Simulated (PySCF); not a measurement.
Orbital gap (eV) of eight silicon and germanium compounds: PBE beside HF, computed with PySCF for isolated molecules in the bases named; differences from unrounded values. The eight are the first of their class met in an unordered collection, after screening for sound electronic states; none was chosen by its value. Each molecule has one DFT geometry for both levels.

```csv
molecule,basis,HF,PBE,difference
"H6O2Si2, SMILES [SiH2](O)O[SiH3]",def2-TZVP,15.39,6.49,-8.90
"ClH₆NSi₃, SMILES [SiH]1(Cl)[SiH2]N[SiH2]1",def2-TZVP,11.70,4.40,-7.30
"C3H11ClSi2, SMILES C[Si](C)(Cl)C[SiH3]",def2-TZVP,14.49,6.77,-7.71
"CH8O2Si3, SMILES O=CO[SiH2][SiH2][SiH3]",def2-TZVP,13.11,5.12,-7.99
"C₃H₆GeO, SMILES O=C1[CH2][GeH2][CH2]1",def2-TZVP,13.65,3.89,-9.76
"F₃H₃Si₂, SMILES F[SiH2][SiH](F)F",def2-TZVP,13.86,5.22,-8.64
"C3H7NSi, SMILES C=C=CN[SiH3]",def2-TZVP,11.54,3.62,-7.92
"C3H7FOSi, SMILES CC(=O)[Si@@H](C)F",def2-TZVP,13.36,3.06,-10.30
```

PBE lies below HF in 8 and above it in 0 of the eight; the mean signed difference is -8.56 and the largest -10.30 eV.
